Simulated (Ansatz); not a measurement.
Cartesian coordinates in Å:
```
C 1.640 0.613 -1.116
Au 0.046 0.017 -0.031
N -1.666 -0.623 1.133
H 2.361 -0.203 -1.220
H 2.142 1.455 -0.631
H 1.329 0.928 -2.116
H -1.747 -0.078 1.984
H -1.581 -1.600 1.392
H -2.524 -0.510 0.605
```

The species carries charge 0 and has multiplicity 1. Au: def2 effective core potential.

(1) List the r2SCAN/def2-TZVPP orbital energies in eV (Ansatz). (Best estimate.)

Answers

(1) The calculation gave: Occupied: -387.00, -271.76, -110.62, -61.52, -61.06, -61.06, -24.33, -16.54, -13.69, -13.69, -10.70, -9.15, -9.15, -7.14, -6.41, -6.41, -6.28, -6.28, -5.48. Lowest empty: -0.35, 0.52, 0.52, 1.57, 2.38, 2.38, 3.03, 4.35.
